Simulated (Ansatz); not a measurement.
Relaxation of CH$_{3}$AuS (6 atoms, charge 0, multiplicity 1), to a largest force component of 0.02 eV/Å in at most 50 steps.

The calculation used RKS PBE/def2-SVP in Ansatz.

```xyz
6
Properties=species:S:1:pos:R:3
C -0.410 0.411 -0.351
S 0.312 -1.057 0.276
Au 1.914 -1.731 1.532
H -1.244 0.197 -1.014
H 0.286 1.023 -0.972
H -0.816 1.092 0.483
```

Where does it end, and by what steps?

It converged. After 6 steps the energy has fallen by 1.031 eV; Au3 moved furthest, 0.50 Å.

```
step  energy less start (eV)  largest force component (eV/Å)  accepted
   0                  0.0000                           3.495       yes
   1                 -0.7160                           1.140       yes
   2                 -0.9435                           0.360       yes
   3                 -1.0138                           0.353       yes
   4                 -1.0291                           0.139       yes
   5                 -1.0306                           0.070       yes
   6                 -1.0308                           0.015       yes
```

```xyz
6
Properties=species:S:1:pos:R:3
C -0.366 0.380 -0.312
S 0.031 -1.364 0.066
Au 1.827 -1.250 1.450
H -1.243 0.320 -0.990
H 0.453 0.896 -0.847
H -0.660 0.954 0.587
```

Whether the end is a true minimum wasn't checked by a vibrational analysis.

Run time: 18 s on 1 thread of Arm Neoverse V2, on a shared host, peak memory 0.14 GiB.
